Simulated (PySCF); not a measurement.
Electron correlation in Nb³⁺ (niobium, charge +3)

[Kr] 4d2, high-spin 3F determinant. All numbers are calculated (PySCF 2.14, scalar relativity by spin-free X2C-1e, in ANO-RCC-VTZP (7s6p4d2f1g, 68 functions)). Frozen: [Ar] 3d10; 10 electrons correlated.

MP2 pair energies summed by pair of shells (mhartree):

| pair | energy | share (%) |
| --- | --- | --- |
| 4p-4p | -112.94 | 48.0 |
| 4p-4d | -68.18 | 29.0 |
| 4s-4p | -35.34 | 15.0 |
| 4s-4d | -9.14 | 3.9 |
| 4s-4s | -6.07 | 2.6 |
| 4d-4d | -3.72 | 1.6 |

Total MP2 correlation energy: -235.38 mhartree.

Same-spin part -61.97 and opposite-spin part -173.41 mhartree; SCS-MP2 scales them by 1/3 and 6/5 to -228.75 mhartree.
